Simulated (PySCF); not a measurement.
Radial density of Ru²³⁺ (ruthenium, charge +23)

M06-L, [Ar] 3d3, high-spin 4F determinant. Calculation: PySCF 2.14, in an even-tempered Gaussian basis (19 s from 2.5 bohr⁻², ratio 2.5; 12 p from 3.2 bohr⁻², ratio 2.5; 8 d from 3.2 bohr⁻², ratio 2.5; 4 f from 12 bohr⁻², ratio 2.7; 3 g from 19 bohr⁻², ratio 2.7); the spin-free X2C one-electron Hamiltonian (Gaussian nucleus).

```
r (bohr)  4πr²ρ (e/bohr)  4πr²(ρα − ρβ)
  0.0229           56.41        -0.0001
  0.0385           49.31         0.0220
  0.0648           54.48         0.2420
   0.109           67.59         1.7547
   0.183           35.99         6.6972
   0.308           37.17         9.4530
   0.519           13.75         2.6473
   0.872          0.2201         0.0484
    1.47       0.0001083         0.0000
```

Densities and radii are taken from the X2C orbitals without a picture-change correction, which distorts them close to the nucleus.

Spin-orbit coupling, absent here, splits the open shell strongly.
